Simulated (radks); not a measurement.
Values are calculated unless marked as measured or tabulated.
Species: Pb. Configuration: [Xe] 4f14 5d10 6s1.5 6p2 7p0.5 (fractional occupations, a model configuration).

Code: a radial shooting solver on a logarithmic mesh with Libxc functionals. Model: Dirac Kohn-Sham, BLYP, spin-unpolarised, spherical densities, finite nucleus; open shells are shared between the two j in proportion to 2j + 1; Fermi nuclear charge, rms radius 5.5012 fm.

Energy parts (eV):
| part | energy |
|---|---|
| total | -569357.10 |
| kinetic | 662069.44 |
| electron-nucleus | -1440185.70 |
| Hartree | 219401.55 |
| exchange-correlation | -10642.39 |

Orbitals (lengths in bohr, moments of r in powers of bohr; r(90%) holds 90 % of the orbital's charge):
orbital      occ.  eigenvalue (eV)      <r>  r(90%)   <1/r>  small-component weight
1s1/2           2        -87928.50  0.01606  0.0294   101.2                9.78e-02
2s1/2           2        -15717.23  0.06692   0.105   25.04                2.26e-02
2p1/2           2        -15101.45  0.05487  0.0918   25.01                2.27e-02
2p3/2           4        -12911.58  0.06379   0.104   19.97                1.99e-02
3s1/2           2        -3774.602   0.1740   0.256   9.184                7.59e-03
3p1/2           2        -3494.998   0.1644   0.248   9.100                7.54e-03
3p3/2           4        -3006.437   0.1807   0.270   7.780                6.75e-03
3d3/2           4        -2543.969   0.1570   0.244   7.681                6.64e-03
3d5/2           6        -2439.980   0.1619   0.251   7.387                6.42e-03
4s1/2           2        -856.5262   0.3842   0.551   3.901                2.62e-03
4p1/2           2        -735.2189   0.3853   0.560   3.793                2.52e-03
4p3/2           4        -615.5921   0.4199   0.608   3.336                2.21e-03
4d3/2           4        -417.2979   0.4246   0.633   3.139                2.01e-03
4d5/2           6        -394.9709   0.4357   0.649   3.036                1.93e-03
4f5/2           6        -138.2538   0.4509   0.716   2.696                1.57e-03
4f7/2           8        -133.2218   0.4572   0.726   2.656                1.54e-03
5s1/2           2        -146.6755   0.8541    1.22   1.620                7.04e-04
5p1/2           2        -105.2083   0.9124    1.32   1.498                6.16e-04
5p3/2           4         -82.7952    1.004    1.45   1.329                5.19e-04
5d3/2           4         -25.6225    1.275    1.93   1.034                3.27e-04
5d5/2           6         -23.0232    1.323    2.01  0.9937                3.05e-04
6s1/2         1.5         -14.5975    2.270    3.32  0.5664                1.04e-04
6p1/2    0.666667          -6.8380    2.860    4.31  0.4458                6.29e-05
6p3/2     1.33333          -5.1333    3.274    4.95  0.3857                4.70e-05
6d3/2           0          -0.3237    12.08    19.2  0.1053                2.47e-06
6d5/2           0          -0.3146    12.36    19.6  0.1022                2.31e-06
7s1/2           0          -1.5134    7.375    11.1  0.1710                9.87e-06
7p1/2    0.166667          -0.6819    11.02    16.4  0.1120                3.93e-06
7p3/2    0.333333          -0.5918    12.07    17.7  0.1016                3.27e-06

The highest occupied level is 7p3/2 at -0.592 eV. The configuration is held as typed, so some empty levels lie below it. Summed over all electrons, <r^2> = 145.0 bohr^2, which gives a Langevin (diamagnetic) susceptibility term of -115 x 10^-6 cm^3/mol. The electron density at the nucleus is 2.737e+06 e/bohr^3. The density falls to 0.001 e/bohr^3 at r = 4.60 bohr.
